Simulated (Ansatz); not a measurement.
Consider the hydrogenolysis of a C–Si bond: `O=COC[SiH2]Cl` + H₂ → `COC=O` + `[SiH3]Cl`.

Isolated molecules relaxed with PBE0-D4/def2-TZVP in Ansatz; ΔE leaves out vibrations. CCSD(T)/CBS is the MP2 limit (def2-TZVPP, def2-QZVPP) plus CCSD(T) − MP2 in def2-TZVPP, frozen cores. This one scheme is used for every species. DFT in def2-TZVPP. One conformer a species, not always the lowest.

**Question.** Is it downhill or uphill in electronic energy at CCSD(T)/CBS, and by how much? (An estimate is asked.)

**Answer.** Ansatz gave: Downhill: ΔE = -0.35 eV.

**Question.** What do these levels give: r2SCAN0-D4, revPBE, r2SCAN0, CCSD(T)/def2-SVP, CCSD/def2-TZVPP, CCSD/CBS(def2)? (Best estimate.)

**Answer.** Computed: r2SCAN0-D4 -0.37, revPBE -0.43, r2SCAN0 -0.40, CCSD(T)/def2-SVP -0.48, CCSD/def2-TZVPP -0.44, CCSD/CBS(def2) -0.41 eV.

**Question.** What do rigid-rotor, harmonic-oscillator terms from PBE0-D4/def2-TZVP frequencies (298.15 K, 1 bar) make of the CCSD(T)/CBS value? (Estimate.)

**Answer.** Computed: ΔZPE = +0.19 eV, ΔH = -0.21 eV, ΔS = 31 J/(mol·K), ΔG = -0.31 eV. Modes under 50 cm⁻¹ make the entropy rough.

Largest T1 diagnostic among the species: 0.015.

At CCSD(T), def2-SVP lies −0.13 eV from the extrapolated value and def2-TZVPP −0.03 eV. Leaving LDA and LC-ωPBE aside and taking each functional with its dispersion term where it has one, the values, not all of them listed here, spread over 0.20 eV, from B2PLYP to revPBE-D4. LDA lies +0.10 eV from PBE without D4.
